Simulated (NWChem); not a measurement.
Molecule: NH2SeF; SMILES N[Se]F

```xyz
5

Se     0.3774     0.0164     0.0000
F     -0.5396    -1.5220     0.0000
N     -0.8877     1.2493     0.0000
H     -1.4274     1.3810     0.8503
H     -1.4274     1.3810    -0.8503
```
Atoms are numbered in this order, from 1.

STO-3G and 3-21G are far too small for this property and stand as cheap habits. Coordinates come from a PBE0/def2-SVP optimisation.

Spin-orbit effects, on the heavy nuclei and on their neighbours, are missing.

Problem. Give the principal values of the shielding tensors (ppm) of Se1, F2, N3 from Hartree-Fock/STO-3G, GIAO (NWChem), with their diamagnetic and paramagnetic parts as GIAO splits them.

Solution. 
```json
[
 {"atom": "Se1", "σ11": "1819.2", "σ22": "2168.1", "σ33": "2440.2", "isotropic": "2142.5", "diamagnetic": "2973.2", "paramagnetic": "-830.7"},
 {"atom": "F2", "σ11": "402.9", "σ22": "466.4", "σ33": "704.0", "isotropic": "524.4", "diamagnetic": "457.3", "paramagnetic": "67.1"},
 {"atom": "N3", "σ11": "304.8", "σ22": "320.7", "σ33": "379.0", "isotropic": "334.8", "diamagnetic": "313.7", "paramagnetic": "21.2"}
]
```
